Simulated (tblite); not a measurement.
Species: C₅H₆FGaS₂.
SMILES with atom numbers: `[CH3:1][S:2][c:3]1[s:4][c:5]([GaH2:6])[cH:7][c:8]1[F:9]` (hydrogens: H10, H11, H12 on C1; H13, H14 on Ga6; H15 on C7)

Computed with GFN2-xTB (tblite), gas phase: L-BFGS steps from a force-field or distance-geometry start until the largest atomic force falls under 0.01 eV/Å.

Step 25: E = -710.6484 eV
```
atom  x, y, z in Å  |  force x, y, z in eV/Å
C1     -3.1789    0.6948   -0.6154   -0.041  -0.020   0.062
S2     -2.5398   -0.9340   -0.1086   -0.123   0.134  -0.075
C3     -0.8238   -0.6408   -0.0870   -0.123   0.082  -0.017
S4     -0.0959    0.8994   -0.3873    0.028   0.039  -0.047
C5      1.5194    0.2655   -0.2085    0.137  -0.077   0.058
Ga6     3.3029    1.1611   -0.3269   -0.157  -0.173  -0.017
C7      1.4481   -1.0738    0.0938   -0.078  -0.068   0.033
C8      0.1427   -1.5773    0.1643   -0.137   0.113  -0.097
F9     -0.1388   -2.8621    0.4268    0.027  -0.095   0.044
H10    -4.2596    0.5791   -0.5639    0.066   0.114  -0.085
H11    -2.8628    0.9517   -1.6284   -0.025  -0.149   0.196
H12    -2.8504    1.4565    0.0907   -0.011  -0.098  -0.063
H13     3.7500    2.1755    0.7680    0.093   0.137  -0.024
H14     4.2892    0.6224   -1.4244    0.033   0.095   0.061
H15     2.2931   -1.7099    0.2790    0.311  -0.034  -0.029
```

Step 26: E = -710.6585 eV
```
atom  x, y, z in Å  |  force x, y, z in eV/Å
C1     -3.1544    0.7103   -0.6152   -0.007  -0.097   0.065
S2     -2.5503   -0.9346   -0.1037   -0.153   0.207  -0.091
C3     -0.8342   -0.6566   -0.0752   -0.073   0.019  -0.016
S4     -0.1004    0.8831   -0.3678    0.053   0.026  -0.044
C5      1.5130    0.2399   -0.1985    0.124   0.018   0.049
Ga6     3.2763    1.1746   -0.3316   -0.098  -0.158   0.005
C7      1.4372   -1.0990    0.0962    0.017  -0.006   0.016
C8      0.1304   -1.5978    0.1653   -0.047   0.062  -0.068
F9     -0.1318   -2.8877    0.4212   -0.079  -0.085   0.038
H10    -4.2371    0.6076   -0.5774    0.081   0.166  -0.073
H11    -2.8184    0.9590   -1.6249   -0.057  -0.151   0.221
H12    -2.8114    1.4637    0.0952   -0.077  -0.131  -0.089
H13     3.7081    2.2318    0.7386    0.056   0.090  -0.067
H14     4.2806    0.6441   -1.4233    0.004   0.103   0.081
H15     2.2879   -1.7302    0.2738    0.255  -0.065  -0.027
```

Step 27: E = -710.6675 eV
```
atom  x, y, z in Å  |  force x, y, z in eV/Å
C1     -3.1421    0.7184   -0.6133    0.009  -0.121   0.051
S2     -2.5616   -0.9324   -0.1024   -0.119   0.163  -0.061
C3     -0.8441   -0.6647   -0.0687    0.007  -0.040  -0.020
S4     -0.1016    0.8735   -0.3581    0.066  -0.001  -0.032
C5      1.5106    0.2222   -0.1915    0.056   0.070   0.042
Ga6     3.2571    1.1823   -0.3345   -0.006  -0.111   0.036
C7      1.4298   -1.1166    0.0983    0.102   0.032  -0.001
C8      0.1196   -1.6095    0.1639    0.060  -0.017  -0.024
F9     -0.1264   -2.9043    0.4192   -0.163  -0.024   0.017
H10    -4.2249    0.6293   -0.5881    0.044   0.182  -0.047
H11    -2.7928    0.9582   -1.6185   -0.050  -0.114   0.150
H12    -2.7887    1.4652    0.0973   -0.105  -0.102  -0.060
H13     3.6912    2.2675    0.7180    0.008   0.040  -0.105
H14     4.2796    0.6613   -1.4182   -0.023   0.098   0.084
H15     2.2899   -1.7423    0.2691    0.115  -0.053  -0.030
```

Task: Estimate the geometry and energy of step 28. (The exact step hangs on the optimiser's Hessian estimate; all steps are aligned on step 27, rigid shifts and turns removed.)

Result: E = -710.6736 eV, largest force 0.190 eV/Å
```
atom  x, y, z in Å  |  force x, y, z in eV/Å
C1     -3.1357    0.7208   -0.6112   -0.011  -0.086   0.029
S2     -2.5709   -0.9290   -0.1026   -0.037   0.044  -0.011
C3     -0.8503   -0.6700   -0.0654    0.064  -0.063  -0.027
S4     -0.1014    0.8675   -0.3534    0.065  -0.029  -0.020
C5      1.5104    0.2126   -0.1867   -0.003   0.061   0.040
Ga6     3.2453    1.1872   -0.3375    0.057  -0.060   0.078
C7      1.4278   -1.1268    0.0997    0.119   0.028  -0.011
C8      0.1142   -1.6166    0.1625    0.107  -0.062   0.006
F9     -0.1262   -2.9142    0.4184   -0.185   0.044  -0.003
H10    -4.2181    0.6472   -0.5959   -0.016   0.158  -0.023
H11    -2.7794    0.9549   -1.6116   -0.015  -0.072   0.039
H12    -2.7780    1.4636    0.0976   -0.088  -0.037   0.004
H13     3.6844    2.2887    0.7044   -0.028   0.004  -0.129
H14     4.2796    0.6735   -1.4119   -0.027   0.084   0.064
H15     2.2939   -1.7512    0.2660   -0.003  -0.015  -0.036
```

The energy changes by -0.0061 eV. The first-order estimate −F·Δx gives -0.0086 eV and the mean of the old and new forces, exact on a quadratic surface, -0.0061 eV. The step makes an angle of 71° with the force vector and moves no atom by more than 0.026 Å.

The cost below is that of the whole relaxation. Hardware: one thread, Arm Neoverse N1 (aarch64) (shared host). Cost: 1.8 s wall.
